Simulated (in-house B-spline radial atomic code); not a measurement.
A radial electron density 4πr²n(r) was computed for an atom or ion in its tabulated ground configuration with an all-electron radial atomic-structure program (B-spline basis); method: Dirac-Kohn-Sham CAM-B3LYP, spherical fractional occupations. Columns: r (bohr), 4πr²n(r) (electrons per bohr), bar.

```
 0.00122    1.926 #
 0.00151    2.793 ##
 0.00188    4.063 ##
 0.00233    5.817 ###
 0.00289    8.252 #####
 0.00358    11.53 #######
 0.00444     15.9 #########
 0.00551     21.5 ############
 0.00683    28.33 ################
 0.00847    36.25 ####################
  0.0105     44.7 #########################
   0.013    52.67 ##############################
  0.0161    58.93 #################################
    0.02    62.12 ###################################
  0.0248    61.44 ###################################
  0.0308    57.78 #################################
  0.0382    54.09 ###############################
  0.0473    54.31 ###############################
  0.0587    60.81 ##################################
  0.0728    71.13 ########################################
  0.0902     77.9 ############################################
   0.112    74.34 ##########################################
   0.139    62.31 ###################################
   0.172    53.33 ##############################
   0.213    55.71 ###############################
   0.264    62.77 ###################################
   0.328    58.77 #################################
   0.407    40.63 #######################
   0.504    23.18 #############
   0.625    17.88 ##########
   0.775    20.01 ###########
   0.961    19.23 ###########
    1.19    13.84 ########
    1.48    7.898 ####
    1.83    4.162 ##
    2.27    2.202 #
    2.82    1.187 #
    3.49   0.6097 
    4.33    0.263 
    5.37   0.0867 
    6.66  0.01962 
    8.26 0.002755 
    10.2 0.0002273
```

Task: Which atom or ion is it?
A. Cd
B. Pd
C. In
D. Ag

Result: A. The area under the curve, ∫4πr²n dr = ∫r·4πr²n d(ln r) on this logarithmic grid, is 48 electrons, which only this option has. The configuration is [Kr] 4d10 5s2.
